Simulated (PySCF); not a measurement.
InP: from constants to spectrum

UHF-CCSD(T) constants of InP, ³Σ⁻ (triplet), unpaired electrons π ↑↑ (PySCF, scalar-relativistic core potentials, basis sets In def2-TZVPP with ECP28, P def2-TZVPP; masses 114.9039 and 30.9738 u):

```
ωe           : 258.5 cm⁻¹
ωexe         : 0.966 cm⁻¹
Be           : 0.099096 cm⁻¹
αe           : 0.000507 cm⁻¹
De to In + P : 1.73 eV
```

**Question.** What force constant and bond length do these constants imply?

**Answer.** Reduced mass μred = 24.397 u; k = 5.8918×10⁻⁷·μred·ωe² (u, cm⁻¹, mdyn/Å) = 0.961 mdyn/Å; Re = √(16.8576/(μred·Be)) (u, cm⁻¹, Å) = 2.641 Å.

**Question.** Estimate the centrifugal constant D from the Kratzer relation and find the Dunham coefficient a1.

**Answer.** D = 4Be³/ωe² = 5.83e-08 cm⁻¹; a1 = −1 − αeωe/(6Be²) = -3.22.

Correlated steps freeze 9 core orbitals. Spin–orbit coupling is left out, which matters for elements this heavy, above all for dissociation energies. The state was picked by a PBE0 search and need not be the measured ground state.
